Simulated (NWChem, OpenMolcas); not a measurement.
**How basis sets differ on SnCl2 (SMILES [Cl][Sn][Cl])**

The species is SnCl2 (3 atoms), meant as a singlet with charge 0. As SMILES, `[Cl][Sn][Cl]`. The shape is that of a PBE0-D4/def2-TZVP optimisation.

```jsonl
{"atom": "Cl", "x (Å)": "1.1542", "y (Å)": "1.2207", "z (Å)": "0.7560"}
{"atom": "Sn", "x (Å)": "-0.7969", "y (Å)": "0.5189", "z (Å)": "-0.3766"}
{"atom": "Cl", "x (Å)": "-0.3682", "y (Å)": "-1.8045", "z (Å)": "-0.3926"}
```

Each level gives the dipole moment (D). The values are calculated.

```tsv
level	kind	program	value (D)	CPU time
HF/ANO-RCC-MB (DKH2)	Hartree–Fock	OpenMolcas	4.23	7.8 s
HF/STO-3G	Hartree–Fock	NWChem	3.75	5.6 s
HF/3-21G	Hartree–Fock	NWChem	4.61	5.3 s
HF/def2-SVP (core potential)	Hartree–Fock	OpenMolcas	3.50	4 s
```

All-electron rows without a relativistic Hamiltonian named are non-relativistic, while core potentials hold scalar relativity, so basis and relativity change together. The values span 3.50 to 4.61 D. Magnitudes only. Sets without polarisation functions give poor dipoles. CPU times are rough (shared hosts, several kinds of processor and program).
